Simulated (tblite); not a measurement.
Species: C9H11OP.
Geometry (GFN2-xTB, Å), atoms numbered from 1 in this order:
```
atom  x, y, z in Å
C1     3.0808   -0.7115   -1.2189
C2     2.1518    0.1506   -0.8463
P3     1.2128   -0.1969    0.6702
C4     1.4246    1.3003    1.7138
O5     1.6139   -1.4333    1.3490
C6    -0.5301   -0.1788    0.1420
C7    -1.2743   -1.3233    0.3855
C8    -2.6029   -1.3817    0.0040
C9    -3.1861   -0.2935   -0.6239
C10   -2.4422    0.8501   -0.8711
C11   -1.1139    0.9103   -0.4912
H12    3.2667   -1.5845   -0.6124
H13    3.6783   -0.5913   -2.1086
H14    1.9163    1.0389   -1.4136
H15    1.1671    2.2180    1.1949
H16    0.7941    1.1812    2.5937
H17    2.4660    1.3302    2.0303
H18   -0.7912   -2.1553    0.8774
H19   -3.1828   -2.2729    0.1945
H20   -4.2234   -0.3348   -0.9227
H21   -2.9018    1.6959   -1.3618
H22   -0.5343    1.8016   -0.6856
```

All values are computed: GFN2-xTB (tblite) harmonic vibrations without scaling, gas phase. Against measured fundamentals such values can be off by several per cent, at times by over 20. One conformer, not necessarily the lowest.

Harmonic wavenumbers (cm⁻¹): 40.3, 57.6, 100.5, 128.3, 147.8, 187.7, 209.7, 233.8, 278.4, 324.3, 364.4, 381.3, 432.5, 476.3, 558.2, 586.0, 658.5, 665.5, 708.4, 738.1, 756.1, 837.6, 845.4, 879.6, 903.1, 907.1, 928.0, 934.7, 973.9, 976.3, 1011.7, 1077.9, 1113.8, 1127.5, 1180.9, 1191.0, 1228.6, 1264.0, 1271.2, 1308.3, 1323.7, 1379.1, 1422.2, 1426.1, 1436.0, 1455.8, 1585.7, 1588.7, 1663.5, 3004.0, 3005.9, 3040.0, 3060.9, 3066.8, 3074.9, 3079.1, 3080.6, 3085.4, 3092.0, 3110.7.

A = 1806, B = 628.1, C = 610.2 MHz; mass 166.055 u (most abundant isotopes); point group C1, symmetry number 1.

Problem. What is the zero-point energy?

Solution. ½Σν̃ = 37488 cm⁻¹ = 107.18 kcal/mol.

Problem. Give the ideal-gas entropy at 400 K and 1 bar in the rigid-rotor, harmonic-oscillator model (classical rotation).

Solution. Translation 42.72, rotation 31.39, vibration 48.90: S = 123.0 cal/(mol K).

Problem. And Cp and H(400 K) − H(0)?

Solution. Cp = 58.34 cal/(mol K), of which vibrations give 50.39 (their classical limit is 60 R = 119.2); H(400 K) − H(0) = 13.37 kcal/mol without the zero-point energy, 10.19 from vibrations.

Problem. How do the functions run with temperature in this model?

Solution. 
```
 T (K)  S (cal/(mol K))  Cp (cal/(mol K))  H − H(0) (kcal/mol)  G − H(0) (kcal/mol)  ln q(vib)
   150             83.4              27.3                 2.63                -9.87       3.75
   250            100.2              39.8                 5.98               -19.07       6.97
298.15            107.7              46.0                 8.04               -24.07       8.51
   600            150.4              76.6                27.00               -63.23      18.12
   900            184.9              93.4                52.72              -113.71      27.04
```

q(vib) and H(0) count from the zero-point level.

Problem. Which modes carry the vibrational entropy at 400 K?

Solution. 40.3 cm⁻¹: 5.83; 57.6 cm⁻¹: 5.12; 100.5 cm⁻¹: 4.02; 128.3 cm⁻¹: 3.54; 147.8 cm⁻¹: 3.27; 187.7 cm⁻¹: 2.81 cal/(mol K); the other 54 give 24.32 together.

Problem. Blend soft modes into free rotors: weight 1/[1 + (100 cm⁻¹/ν̃)⁴] for the oscillator and the rest for a rotor with moment μB/(μ + B), μ = h/(8π²ν), B = 10⁻⁴⁴ kg m². What vibrational entropy results?

Solution. 45.16 cal/(mol K) in place of 48.90, which changes −T·S at 400 K by +1.49 kcal/mol.

Problem. What must be added to the electronic energy to get the Gibbs energy at 400 K and 1 bar?

Solution. ZPE + [H(400 K) − H(0)] − T·S = 107.18 + 13.37 − 49.20 = 71.35 kcal/mol.

Hindered rotation and anharmonicity are outside this model. Other conformers, if any are populated, would add a mixing term that is left out. The structure is chiral; the term R ln 2 for an equal mix with its mirror image is left out.
